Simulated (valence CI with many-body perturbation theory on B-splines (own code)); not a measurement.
## E1 transitions of Ag XXXIII

Computed by relativistic CI+MBPT: five valence electrons over a frozen Dirac-Fock core [Ne], a basis of 9 s, 9 p, 8 d, 6 f, 3 g, 1 h functions for each j, with the one-electron correlation potential Σ1, the two-electron term Σ2, the three-electron term Σ3, Breit, model QED; selected CI, second order for the rest (own B-spline code, finite nucleus).

The last digits are not significant, and no measured levels were compared; by estimate large intervals hold to a few tenths of a per cent, small ones and those within an open d or f shell to about a per cent. Among the levels kept, up to 600 cm⁻¹ of a level comes from second order outside the variational space, and about a tenth of that is noise between levels of different J, which matters for small intervals.

Lines 101 to 150 of 196 in falling wavelength, among levels below 2099700 cm⁻¹, chosen from the strongest by gf and those to the six lowest levels. Wavelengths and rates use the calculated energies. Electric multipoles are in the length gauge, E1 and E2 with the static RPA response of the core. Weak lines are less certain than strong ones. Lines between different terms over intervals too small for the method are left out, as are lines whose strength nearly cancels. The highest levels of a list are the least certain.

Levels are named by their leading jj configuration (3d3/2^4 stands for four electrons in 3d with j = 3/2), which in mixed levels can hold well under half, so a name can repeat and another be missing. Letters in brackets count levels of one name in rising energy.

| λ vac (Å) | Upper | Lower | A (s⁻¹) | S (a.u.) with core polarisation | S without |
| --- | --- | --- | --- | --- | --- |
| 99.74 | (3s 3p1/2^2 3p3/2 3d3/2) J=3/2 [a] | (3s 3p1/2^2 3p3/2^2) J=5/2 | 2.79e+09 | 5.46e-03 | 5.57e-03 |
| 99.31 | (3s^2 3p1/2 3p3/2 3d3/2) J=7/2 | (3s^2 3p1/2 3p3/2^2) J=5/2 | 3.08e+08 | 1.19e-03 | 1.21e-03 |
| 99.04 | (3s^2 3p1/2 3p3/2 3d3/2) J=3/2 [a] | (3s^2 3p1/2 3p3/2^2) J=3/2 | 4.79e+08 | 9.18e-04 | 9.38e-04 |
| 99.03 | (3s^2 3p1/2 3p3/2 3d3/2) J=5/2 [a] | (3s^2 3p1/2 3p3/2^2) J=3/2 | 3.33e+07 | 9.58e-05 | 9.74e-05 |
| 98.67 | (3s 3p1/2^2 3p3/2 3d3/2) J=7/2 | (3s 3p1/2^2 3p3/2^2) J=5/2 | 5.41e+08 | 2.05e-03 | 2.08e-03 |
| 98.35 | (3s^2 3p1/2 3p3/2 3d3/2) J=1/2 [a] | (3s^2 3p1/2 3p3/2^2) J=3/2 | 6.40e+08 | 6.01e-04 | 6.16e-04 |
| 97.05 | (3s^2 3p3/2^2 3d5/2) J=1/2 | (3s^2 3p3/2^3) J=3/2 | 1.02e+10 | 9.18e-03 | 9.40e-03 |
| 96.92 | (3s 3p1/2 3p3/2^3) J=1/2 | (3s^2 3p1/2 3p3/2^2) J=1/2 | 7.47e+09 | 6.72e-03 | 6.88e-03 |
| 96.43 | (3s^2 3p1/2 3p3/2 3d5/2) J=7/2 [a] | (3s^2 3p1/2 3p3/2^2) J=5/2 | 5.95e+07 | 2.11e-04 | 2.15e-04 |
| 95.83 | (3s^2 3p1/2 3p3/2 3d5/2) J=3/2 [a] | (3s^2 3p1/2 3p3/2^2) J=1/2 | 1.14e+09 | 1.97e-03 | 2.02e-03 |
| 95.48 | (3s 3p1/2^2 3p3/2 3d3/2) J=3/2 [b] | (3s^2 3p1/2^2 3d3/2) J=3/2 | 1.64e+10 | 2.81e-02 | 2.87e-02 |
| 95.19 | (3s 3p1/2 3p3/2^3) J=5/2 | (3s^2 3p1/2 3p3/2^2) J=3/2 | 1.53e+08 | 3.92e-04 | 4.01e-04 |
| 92.58 | (3p1/2^2 3p3/2^3) J=3/2 | (3s^2 3p1/2^2 3d3/2) J=3/2 | 5.55e+09 | 8.70e-03 | 8.90e-03 |
| 91.71 | (3s^2 3p3/2^2 3d3/2) J=1/2 | (3s^2 3p3/2^3) J=3/2 | 8.55e+09 | 6.51e-03 | 6.67e-03 |
| 91.42 | (3s 3p1/2^2 3p3/2 3d3/2) J=3/2 [b] | (3s 3p1/2^2 3p3/2^2) J=5/2 | 1.19e+09 | 1.80e-03 | 1.84e-03 |
| 91.17 | (3s^2 3p1/2 3p3/2 3d3/2) J=3/2 [b] | (3s^2 3p1/2 3p3/2^2) J=1/2 | 1.38e+09 | 2.07e-03 | 2.11e-03 |
| 91.06 | (3s^2 3p3/2^2 3d3/2) J=5/2 | (3s^2 3p3/2^3) J=3/2 | 6.06e+09 | 1.35e-02 | 1.38e-02 |
| 90.95 | (3s 3p1/2^2 3p3/2^2) J=1/2 | (3s^2 3p1/2^2 3p3/2) J=3/2 | 2.94e+10 | 2.19e-02 | 2.23e-02 |
| 90.92 | (3s^2 3p3/2^2 3d3/2) J=3/2 [a] | (3s^2 3p3/2^3) J=3/2 | 2.20e+08 | 3.27e-04 | 3.36e-04 |
| 90.04 | (3s^2 3p1/2 3p3/2 3d5/2) J=3/2 [a] | (3s^2 3p1/2 3p3/2^2) J=5/2 | 1.30e+10 | 1.87e-02 | 1.91e-02 |
| 89.66 | (3s^2 3p1/2 3p3/2 3d5/2) J=5/2 [a] | (3s^2 3p1/2 3p3/2^2) J=5/2 | 2.92e+09 | 6.23e-03 | 6.36e-03 |
| 88.99 | (3s 3p1/2^2 3p3/2^2) J=3/2 | (3s^2 3p1/2^2 3p3/2) J=3/2 | 4.59e+10 | 6.39e-02 | 6.53e-02 |
| 88.86 | (3s^2 3p1/2 3p3/2 3d3/2) J=1/2 [b] | (3s^2 3p1/2 3p3/2^2) J=1/2 | 1.60e+09 | 1.11e-03 | 1.13e-03 |
| 88.75 | (3p1/2^2 3p3/2^3) J=3/2 | (3s 3p1/2^2 3p3/2^2) J=5/2 | 1.20e+10 | 1.66e-02 | 1.70e-02 |
| 88.04 | (3s 3p1/2^2 3p3/2 3d5/2) J=5/2 | (3s 3p1/2^2 3p3/2^2) J=5/2 | 1.69e+10 | 3.42e-02 | 3.48e-02 |
| 86.75 | (3s 3p1/2 3p3/2^3) J=1/2 | (3s^2 3p1/2 3p3/2^2) J=3/2 | 4.34e+10 | 2.80e-02 | 2.86e-02 |
| 86.73 | (3s^2 3p1/2^2 3d5/2) J=5/2 | (3s^2 3p1/2^2 3p3/2) J=3/2 | 3.44e+10 | 6.64e-02 | 6.78e-02 |
| 85.91 | (3s^2 3p1/2 3p3/2 3d3/2) J=3/2 [b] | (3s^2 3p1/2 3p3/2^2) J=5/2 | 8.39e+09 | 1.05e-02 | 1.08e-02 |
| 85.88 | (3s^2 3p1/2 3p3/2 3d5/2) J=3/2 [a] | (3s^2 3p1/2 3p3/2^2) J=3/2 | 3.94e+10 | 4.93e-02 | 5.03e-02 |
| 85.53 | (3s^2 3p1/2 3p3/2 3d5/2) J=5/2 [a] | (3s^2 3p1/2 3p3/2^2) J=3/2 | 2.94e+10 | 5.44e-02 | 5.55e-02 |
| 85.42 | (3s^2 3p1/2 3p3/2 3d5/2) J=3/2 [b] | (3s^2 3p1/2 3p3/2^2) J=1/2 | 8.69e+08 | 1.07e-03 | 1.08e-03 |
| 84.65 | (3s^2 3p1/2 3p3/2 3d3/2) J=5/2 [b] | (3s^2 3p1/2 3p3/2^2) J=5/2 | 4.54e+10 | 8.15e-02 | 8.33e-02 |
| 84.17 | (3s^2 3p3/2^2 3d5/2) J=5/2 [a] | (3s^2 3p3/2^3) J=3/2 | 7.46e+07 | 1.32e-04 | 1.35e-04 |
| 84.11 | (3s^2 3p1/2 3p3/2 3d5/2) J=7/2 [b] | (3s^2 3p1/2 3p3/2^2) J=5/2 | 4.99e+10 | 1.17e-01 | 1.20e-01 |
| 83.88 | (3s^2 3p1/2 3p3/2 3d5/2) J=3/2 [c] | (3s^2 3p1/2 3p3/2^2) J=1/2 | 5.11e+10 | 5.96e-02 | 6.08e-02 |
| 83.77 | (3s^2 3p3/2^2 3d3/2) J=3/2 [b] | (3s^2 3p3/2^3) J=3/2 | 2.63e+10 | 3.05e-02 | 3.12e-02 |
| 82.11 | (3s^2 3p1/2 3p3/2 3d3/2) J=3/2 [b] | (3s^2 3p1/2 3p3/2^2) J=3/2 | 4.25e+09 | 4.64e-03 | 4.75e-03 |
| 80.96 | (3s^2 3p1/2 3p3/2 3d5/2) J=1/2 | (3s^2 3p1/2 3p3/2^2) J=1/2 | 1.55e+11 | 8.10e-02 | 8.27e-02 |
| 80.95 | (3s^2 3p1/2 3p3/2 3d3/2) J=5/2 [b] | (3s^2 3p1/2 3p3/2^2) J=3/2 | 3.91e+07 | 6.14e-05 | 6.19e-05 |
| 80.79 | (3s^2 3p1/2 3p3/2 3d5/2) J=3/2 [b] | (3s^2 3p1/2 3p3/2^2) J=5/2 | 1.65e+11 | 1.71e-01 | 1.75e-01 |
| 80.24 | (3s^2 3p1/2 3p3/2 3d3/2) J=1/2 [b] | (3s^2 3p1/2 3p3/2^2) J=3/2 | 2.78e+10 | 1.42e-02 | 1.45e-02 |
| 79.51 | (3s^2 3p1/2 3p3/2 3d5/2) J=5/2 [b] | (3s^2 3p1/2 3p3/2^2) J=5/2 | 6.35e+10 | 9.44e-02 | 9.64e-02 |
| 79.41 | (3s^2 3p1/2 3p3/2 3d5/2) J=3/2 [c] | (3s^2 3p1/2 3p3/2^2) J=5/2 | 2.16e+10 | 2.14e-02 | 2.19e-02 |
| 78.92 | (3s 3p1/2 3p3/2^3) J=3/2 | (3s^2 3p1/2^2 3p3/2) J=3/2 | 6.82e+09 | 6.62e-03 | 6.76e-03 |
| 78.57 | (3s^2 3p3/2^2 3d5/2) J=3/2 | (3s^2 3p3/2^3) J=3/2 | 1.71e+11 | 1.64e-01 | 1.67e-01 |
| 77.51 | (3s^2 3p1/2 3p3/2 3d3/2) J=3/2 [a] | (3s^2 3p1/2^2 3p3/2) J=3/2 | 3.21e+09 | 2.95e-03 | 3.01e-03 |
| 77.50 | (3s^2 3p1/2 3p3/2 3d3/2) J=5/2 [a] | (3s^2 3p1/2^2 3p3/2) J=3/2 | 7.89e+08 | 1.09e-03 | 1.11e-03 |
| 77.42 | (3s^2 3p1/2 3p3/2 3d5/2) J=3/2 [b] | (3s^2 3p1/2 3p3/2^2) J=3/2 | 7.16e+10 | 6.56e-02 | 6.71e-02 |
| 77.17 | (3s^2 3p3/2^2 3d5/2) J=5/2 [b] | (3s^2 3p3/2^3) J=3/2 | 2.56e+11 | 3.48e-01 | 3.55e-01 |
| 77.08 | (3s^2 3p1/2 3p3/2 3d3/2) J=1/2 [a] | (3s^2 3p1/2^2 3p3/2) J=3/2 | 4.67e+09 | 2.11e-03 | 2.16e-03 |
